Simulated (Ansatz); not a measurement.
`CSB(F)Cl` + H₂S → `FB(S)Cl` + CH₃SH at 700 K and 1 bar (ligand exchange at a B–S bond).

Program: Ansatz. Geometries: PBE0-D4/def2-TZVP. ΔE: electronic, gas phase. CBS: MP2 limit from def2 TZ/QZ plus the TZ coupled-cluster correction, frozen cores. This one scheme is used for every species. Each species was taken in one conformer, which may not be the lowest.

```tsv
species	CCSD(T)/CBS energy (Eh)	H − E (kJ/mol)	S (J/(mol·K))
`CSB(F)Cl`	-1022.12842	189.8	437.7
H₂S	-398.97279	64.8	236.9
`FB(S)Cl`	-982.86970	94.5	367.9
CH₃SH	-438.22835	160.2	309.0
```

H − E and S are ideal-gas, rigid-rotor, harmonic terms from PBE0-D4/def2-TZVP, for one conformer and one mirror image of each species. 1 Eh = 2625.50 kJ/mol, R = 8.31446 J/(mol·K).

Problem. By hand: ΔE, ΔH, ΔS and ΔG.

Solution. ΔE = (-982.86970) + (-438.22835) − (-1022.12842) − (-398.97279) = 0.00316 Eh = 8.3 kJ/mol. Δ(H − E) = 94.5 + 160.2 − 189.8 − 64.8 = 0.1, so ΔH = 8.4 kJ/mol. ΔS = 367.9 + 309.0 − 437.7 − 236.9 = 2.3 J/(mol·K). ΔG = 8.4 − 700 × (2.3)/1000 = 6.8 kJ/mol.

Problem. By hand: the equilibrium constant, and the temperature at which ΔG would vanish if ΔH and ΔS stayed fixed.

Solution. log₁₀ K = −ΔG/(RT ln 10) = -0.5. ΔG = 0 at ΔH/ΔS = 3652 K, far beyond where these terms or the molecules hold.

The number of gas molecules stays the same, so ΔS is small and ΔH decides. A doubt of 5 kJ/mol in ΔE shifts log₁₀ K by 0.4 here. Other conformers and mirror images would add mixing entropy, several J/(mol·K) or more a flexible species. These are equilibria of isolated gas molecules and say nothing of rates. Largest T1 diagnostic: 0.012 (customary marks: 0.02 for closed shells, 0.045 for open ones).
